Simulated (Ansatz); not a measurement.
Molecule: B2 (charge 0, triplet). 
Geometry from a B3LYP-D3(BJ)/def2-TZVP (Ansatz, a program for electronic structure) optimisation:
```xyz
2

B      0.0000     0.0000    -0.7840
B      0.0000     0.0000     0.7840
```
Charge 0, spin multiplicity 3.

Basis-set convergence of Hartree-Fock and CCSD correlation energies (hartree) with Ansatz. Correlated levels leave the core frozen unless marked. UHF or UKS for open shells. No spin-orbit coupling. No relativistic terms. The program attaches cautions to a run behind CCSD/def2-SVPD: large difference. The program attaches cautions to a run behind CCSD/def2-TZVPPD: large difference. The program attaches cautions to a run behind CCSD/def2-QZVPPD: large difference.

The UHF reference is spin-contaminated (<S^2> 0.91 over the pure value in the largest basis). The T1 diagnostic of CCSD in the largest basis is 0.070, which is high, so the coupled-cluster rows are less sure than usual.

```tsv
basis	functions	E(HF)	E(corr, CCSD)
def2-SVPD	40	-49.09686	-0.11350
def2-TZVPPD	74	-49.15253	-0.12882
def2-QZVPPD	126	-49.15414	-0.13396
```

Extrapolating the two largest sets (X = 3 and 4) as X^-3: E(corr) = (64·(-0.13396) - 27·(-0.12882))/37 = -0.1377 Eh, an estimate of the basis-set limit. The largest set recovers 97.3 % of it, the smallest 82.4 %.
